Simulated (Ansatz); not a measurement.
Reaction (formal exchange of groups at the Si–Sn bond): `[SiH3][Sn]([Cl])([Cl])[Cl]` + `CB[SiH2][AlH2]` → `[AlH2][SiH2]BC[SiH3]` + `[Cl][SnH]([Cl])[Cl]`

Gas-phase electronic energies from Ansatz, PBE0-D4/def2-TZVP geometries. CCSD(T)/CBS adds triple-zeta CCSD(T) − MP2 to the extrapolated MP2 energy (def2 sets, frozen cores). DFT in def2-TZVPP. B3LYP here is the variant with VWN-RPA as its local correlation; programs differ in this. def2 core potentials past Kr. For Sn outer-core shells are correlated without core-valence functions, which leaves a few kJ/mol of doubt a bond. One conformer a species, not always the lowest.

`[SiH3][Sn]([Cl])([Cl])[Cl]`:

```xyz
8

Si   -1.144   -0.316   -0.847
Sn    0.869    0.240    0.643
Cl    2.386   -1.504    0.791
Cl    2.075    2.066   -0.117
Cl    0.263    0.742    2.822
H    -1.813   -1.492   -0.245
H    -0.614   -0.614   -2.197
H    -2.022    0.877   -0.850
```

`CB[SiH2][AlH2]`:

Z-matrix (Å, degrees):
```
C
B 1 1.555
H 1 1.094 2 113.2
H 1 1.091 2 116.2 3 -128.6
H 1 1.103 2 104.8 3 113.7
Si 2 1.992 1 123.5 3 138.2
H 2 1.202 1 118.5 3 -38.4
Al 6 2.463 2 101.8 1 -89.7
H 6 1.491 2 115.0 1 152.3
H 6 1.494 2 113.6 1 25.4
H 8 1.590 6 119.7 2 78.9
H 8 1.589 6 121.4 2 -99.3
```

`[AlH2][SiH2]BC[SiH3]`:

Z-matrix (Å, degrees):
```
Si
B 1 1.996
Al 1 2.459 2 102.8
H 1 1.491 2 114.1 3 -118.7
H 1 1.495 2 113.0 3 116.1
C 2 1.536 1 122.8 3 -94.6
H 2 1.201 1 118.3 3 84.5
H 3 1.589 1 121.6 2 -97.6
H 3 1.590 1 119.6 2 80.2
Si 6 1.899 2 105.1 1 -93.2
H 6 1.095 2 116.0 1 21.1
H 6 1.095 2 115.1 1 152.0
H 10 1.485 6 110.5 2 66.0
H 10 1.486 6 108.6 2 -174.3
H 10 1.486 6 111.0 2 -54.8
```

`[Cl][SnH]([Cl])[Cl]`:

Cartesian coordinates in Å:
```
Cl 0.972 1.190 1.636
Sn -0.150 0.067 -0.029
Cl -0.327 -2.132 0.622
Cl 1.174 0.124 -1.909
H -1.669 0.751 -0.321
```

```json
{"level": "r2SCAN-D4", "ΔE (kJ/mol)": "32.7", "difference from CCSD(T)/CBS": "2.1"}
{"level": "B3LYP-D4", "ΔE (kJ/mol)": "37.0", "difference from CCSD(T)/CBS": "6.4"}
{"level": "ωB97X-V", "ΔE (kJ/mol)": "29.0", "difference from CCSD(T)/CBS": "-1.6"}
{"level": "ωB97M-V", "ΔE (kJ/mol)": "26.9", "difference from CCSD(T)/CBS": "-3.7"}
{"level": "B2PLYP", "ΔE (kJ/mol)": "33.6", "difference from CCSD(T)/CBS": "3.0"}
{"level": "PBE", "ΔE (kJ/mol)": "39.3", "difference from CCSD(T)/CBS": "8.7"}
{"level": "PBE0", "ΔE (kJ/mol)": "35.3", "difference from CCSD(T)/CBS": "4.7"}
{"level": "MP2/def2-TZVPP", "ΔE (kJ/mol)": "26.6", "difference from CCSD(T)/CBS": "-4.0"}
{"level": "CCSD/def2-TZVPP", "ΔE (kJ/mol)": "26.9", "difference from CCSD(T)/CBS": "-3.7"}
{"level": "HF/def2-QZVPP", "ΔE (kJ/mol)": "30.1", "difference from CCSD(T)/CBS": "-0.5"}
{"level": "CCSD(T)/CBS", "ΔE (kJ/mol)": "30.6", "difference from CCSD(T)/CBS": "0"}
```

Largest T1 diagnostic among the species: 0.014.

From PBE to PBE0 (25 % exact exchange), in def2-TZVPP and without D4, ΔE moves by −4.0 kJ/mol. In def2-TZVPP, CCSD(T) changes the Hartree–Fock value by −4.8 kJ/mol (the triples alone add −1.0 kJ/mol) and MP2 by −4.1 kJ/mol.
